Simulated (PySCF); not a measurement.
Work out the structure from these simulated measurements.

Elements present: C, H, N and O. Monoisotopic mass: 107.0371 u.

| Item | Value |
| --- | --- |
| Dipole | 5.64 D [wB97X-D/def2-SVPD] |
| NMR, other nuclei | isotropic shieldings of nuclei other than C and H, by class: -68 (1 N), 212 (1 O) ppm [GIAO PBE0/pcSseg-1] |
| Triplet | lowest triplet excitation (Tamm–Dancoff): 2.83 eV [TDA wB97X-D/def2-SVPD] |
| 1H NMR | chemical shifts (computed TMS as zero) by class: 5.11 (1 H), 3.84 (1 H), 3.74 (3 H) ppm [GIAO PBE0/pcSseg-1] |
| UV, first state | lowest singlet excitation: 4.86 eV (255 nm, f = 0.390) [TDDFT wB97X-D/def2-SVPD] |
| Valence photoelectron | vertical ionisation energy: 8.96 eV [ΔSCF wB97X-D/def2-SVPD] |
| 13C NMR | chemical shifts (computed TMS as zero) by class: 160.4 (1 C), 120.7 (1 C), 101.9 (1 C), 92.5 (1 C), 75.5 (1 C), 57.0 (1 C) ppm [GIAO PBE0/pcSseg-1] |
| Rotational structure | rotational constants A, B, C: 3.848, 1.408, 1.038 GHz [PBE0-D3(BJ)/def2-SVP] |
| Polarisability | 84.1 au [wB97X-D/def2-SVPD] |
| Couplings | largest of the computed one-bond spin–spin couplings (means over like bonds): 13C–1H +281.7, 13C–13C +204.3, 13C–1H +181.5, 13C–1H +151.7 (×3), 13C–13C +106.8, 13C–13C +103.2, 13C–13C +101.2, 17O–13C +25.6 Hz [B3LYP/pcJ-1, spin–dipole term left out] |

The electronic properties come from PySCF, for the isolated species, density fitting. Levels stand in brackets. One conformer (not necessarily the lowest) at the PBE0-D3(BJ)/def2-SVP geometry, without solvent, vibrations or thermal averaging. NMR values are class means; diastereotopic atoms form classes of their own.

Problem. Which formula fits the mass and the elements?

Solution. C6H5NO (calculated 107.0371). No other formula that holds each of these elements comes within 0.0003 u with a fitting electron parity and a possible valence count.

Problem. Propose a structure and show how it fits.

Solution. Numbering: `[CH:1]#[C:2]/[C:3](=[CH:4]\[C:5]#[N:6])[O:7][CH3:8]`. Its formula, C6H5NO, gives 5 degrees of unsaturation: 0 rings and 5 π bonds in the structure found. 6 carbons fall into 6 classes; from least to most shielded: vinylic carbon bearing oxygen [C3] (160.4 ppm), nitrile carbon [C5] (120.7 ppm), terminal alkyne carbon [C1] (101.9 ppm), alkene CH carbon [C4] (92.5 ppm), alkyne carbon [C2] (75.5 ppm), methoxy carbon [C8] (57.0 ppm). Hydrogen classes from least to most shielded: 1 H on an alkene CH carbon, C4 (5.11 ppm), 1 H on a terminal alkyne carbon, C1 (3.84 ppm), 3 H on a methoxy carbon, C8 (3.74 ppm). The other shieldings belong to: -68 ppm, nitrile nitrogen [N6]; 212 ppm, ether oxygen [O7]. The couplings run between: +281.7 Hz, terminal alkyne carbon [C1] and its hydrogen; +204.3 Hz, terminal alkyne carbon [C1] and alkyne carbon [C2]; +181.5 Hz, alkene CH carbon [C4] and its hydrogen; +151.7 Hz, methoxy carbon [C8] and its hydrogen (with 2 like pairs); +106.8 Hz, alkyne carbon [C2] and vinylic carbon bearing oxygen [C3]; +103.2 Hz, alkene CH carbon [C4] and nitrile carbon [C5]; +101.2 Hz, vinylic carbon bearing oxygen [C3] and alkene CH carbon [C4]; +25.6 Hz, ether oxygen [O7] and vinylic carbon bearing oxygen [C3]. The first electron is taken from the HOMO, whose largest Löwdin shares are 0.26 on the alkene CH carbon, 0.15 on the nitrile nitrogen, 0.15 on the ether oxygen and 0.13 on the vinylic carbon bearing oxygen. The optimised geometry has point group Cs and is an asymmetric top. Structure: `C#C/C(OC)=C\C#N`. Computed isomers that give other values at the same levels: `O=Cc1ccncc1` (rotational constant A: 5.532 GHz; this holds for the one conformer computed); `O=Cc1ccccn1` (rotational constant A: 5.382 GHz; this holds for the one conformer computed); `O=Nc1ccccc1` (13C chemical shifts (computed TMS as zero) by class: 160.8 (1 C), 141.7 (1 C), 134.6 (2 C), 124.1 (2 C) ppm). The assignments are read from this structure; whether some other isomer fits the data as well wasn't checked.

Conformer computed: `[CH:1]#[C:2]/[C:3](=[CH:4]\[C:5]#[N:6])[O:7][CH3:8]`: C2–C3–O7–C8 -1°.
